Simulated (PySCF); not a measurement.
FGe, SMILES [F][Ge] (connectivity only; charge and spin as stated), charge +1, multiplicity 1. Geometry: PBE-D3(BJ)/def2-TZVPD. The spin state was assumed, not searched.

TDDFT-LC-ωPBE/def2-TZVPD run with PySCF puts the lowest singlet excitations at 6.79, 6.79, 7.74, 7.87, 7.87, 8.91 eV.

Problem. What are the lowest excitation roots from ADC(2)/aug-cc-pVDZ (PySCF 2.14.0)? (Estimate from the structure and the level; the computed values follow.)

Solution. 6.49, 6.49, 6.94, 6.94, 6.99, 7.26 eV. S1 differs by -0.31 eV (second minus first; roots are paired by order, and the bases may differ).
